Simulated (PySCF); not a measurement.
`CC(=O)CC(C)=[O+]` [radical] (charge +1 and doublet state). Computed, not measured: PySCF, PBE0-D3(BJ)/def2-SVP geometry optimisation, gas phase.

```
atom  x, y, z in Å
C1    -2.3033    0.8113   -0.8627
C2    -0.8145    0.7085   -0.7774
O3    -0.0960    1.4041   -1.4618
C4    -0.1840   -0.2707    0.1832
C5     1.3166   -0.1119    0.1285
C6     2.1818   -0.9235    1.0379
O7     1.7932    0.6796   -0.6558
H8    -2.6634    1.2930    0.0622
H9    -2.7504   -0.1922   -0.9163
H10   -2.5939    1.4175   -1.7284
H11   -0.5668   -0.1303    1.2097
H12   -0.4662   -1.3041   -0.0911
H13    1.9899   -0.6030    2.0755
H14    1.9085   -1.9869    0.9605
H15    3.2395   -0.7755    0.7922
```

Question: How far apart are these pairs, which share no bond: C4···O7, C5···H9, C5···H13, O7···H15, H11···H12, H11···H14, H13···H15?

Answer: C4···O7 2.349 Å (2 bonds apart); C5···H9 4.200 Å (4 bonds apart); C5···H13 2.118 Å (2 bonds apart); O7···H15 2.511 Å (3 bonds apart); H11···H12 1.755 Å (2 bonds apart); H11···H14 3.104 Å (4 bonds apart); H13···H15 1.799 Å (2 bonds apart).

Question: How far are the heavy atoms from their best plane (unweighted least squares)?

Answer: 0.027 Å rms; C1 0.04, C2 0.01, O3 0.00, C4 0.05, C5 0.01, C6 0.03, O7 0.00 Å (magnitudes).

Question: What is the repulsion energy of the bare nuclei, Σ ZA·ZB/RAB?

Answer: 300.22 Eh over 105 pairs, with full nuclear charges and distances in bohr; the largest single term is 20.96 Eh (C2 with O3, or a pair equal to it).

Question: Give the dihedral angles C4–C5–C6–H14, O3–C2–C4–H11, H12–C4–C5–O7, O3–C2–C4–C5, O7–C5–C6–H15.

Answer: C4–C5–C6–H14 51° (synclinal); O3–C2–C4–H11 126° (anticlinal); H12–C4–C5–O7 118° (anticlinal); O3–C2–C4–C5 3° (synperiplanar); O7–C5–C6–H15 -7° (synperiplanar). Dihedral signs follow IUPAC: positive where, seen along the central bond, the front bond turns clockwise onto the rear one.

Question: What are the angles H8–C1–H9, H9–C1–H10, C2–C1–H10, C2–C1–H9, H8–C1–H10, C1–C2–O3, C5–C4–H11, C5–C6–H14?

Answer: From the scalar product of the two bond vectors; for H8–C1–H9 it is -0.3720 Å² over 1.1032 × 1.0999 Å², cos θ = -0.3065. H8–C1–H9 107.9°; H9–C1–H10 111.0°; C2–C1–H10 110.3°; C2–C1–H9 110.2°; H8–C1–H10 109.5°; C1–C2–O3 121.3°; C5–C4–H11 111.4°; C5–C6–H14 109.8°.

Question: Write the matrix of distances between heavy atoms (Å, lower triangle).

Answer: 
```
C1    0.000
C2    1.495  0.000
O3    2.363  1.212  0.000
C4    2.599  1.510  2.349  0.000
C5    3.865  2.457  2.612  1.510  0.000
C6    5.171  3.865  4.105  2.599  1.495  0.000
O7    4.104  2.611  2.178  2.349  1.212  2.364  0.000
```

PBE0-D3(BJ)/def2-SVP frequencies: not computed here. ⟨S²⟩ = 0.758 (exact for a doublet: 0.75).

One conformer stands for the species.
